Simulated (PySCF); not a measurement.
## How the method moves the HOMO and LUMO of `C=CS(=O)(=O)OC`

Species: C3H6O3S.
Geometry (PBE0-D3(BJ)/def2-SVP, Å), atoms numbered from 1 in this order:
```
atom  x, y, z in Å
C1    -2.4714    0.4760    0.0808
C2    -1.3743   -0.2732    0.1109
S3    -0.1986   -0.1643   -1.1982
O4     0.1878   -1.5127   -1.5714
O5    -0.6529    0.8045   -2.1672
O6     1.0580    0.5364   -0.4491
C7     2.0390   -0.2913    0.1594
H8    -3.2246    0.4030    0.8694
H9    -2.6368    1.1772   -0.7420
H10   -1.1325   -1.0083    0.8835
H11    2.9299    0.3368    0.2840
H12    1.7029   -0.6424    1.1488
H13    2.2744   -1.1543   -0.4785
```

Basis pcSseg-1 throughout (PySCF), one geometry. One conformer (not necessarily the lowest) at the PBE0-D3(BJ)/def2-SVP geometry, without solvent, vibrations or thermal averaging.

Question: How do the orbital energies, the gap and the dipole change with the method?

Answer: 
```
   method                    kind  HOMO (eV)  LUMO (eV)  gap (eV)  μ (D)  SCF cycles
    B97-D                     GGA      -7.20      -2.19      5.02   4.03          17
      KT3                     GGA      -7.28      -2.21      5.06   3.92          17
     BP86                     GGA      -7.32      -2.38      4.94   4.02          17
    B3LYP           global hybrid      -8.40      -1.55      6.85   4.24          15
     PBE0           global hybrid      -8.67      -1.34      7.34   4.26          14
 mPW1PW91           global hybrid      -8.71      -1.36      7.35   4.29          14
CAM-B3LYP  range-separated hybrid     -10.05      -0.16      9.89   4.35          14
  LC-wPBE  range-separated hybrid     -11.45       0.99     12.44   4.38          14
```

The HOMO spans 4.25 eV, from B97-D down to LC-wPBE, and the gap runs from 4.94 eV (BP86) to 12.44 eV (LC-wPBE). Over the methods B97-D (0 %), KT3 (0 %), BP86 (0 %), B3LYP (20 %), PBE0 (25 %), mPW1PW91 (25 %), a straight line through the gap against the share of exact exchange rises by 0.93 eV for each 10 % (correlation coefficient 0.999). The dipole ranges from 3.92 D (KT3) to 4.38 D (LC-wPBE). This basis has no diffuse functions.

The vertical ΔSCF ionisation energy at wB97X-D/def2-SVPD is 10.92 eV; −ε(HOMO) comes closest to it with LC-wPBE (11.45 eV).
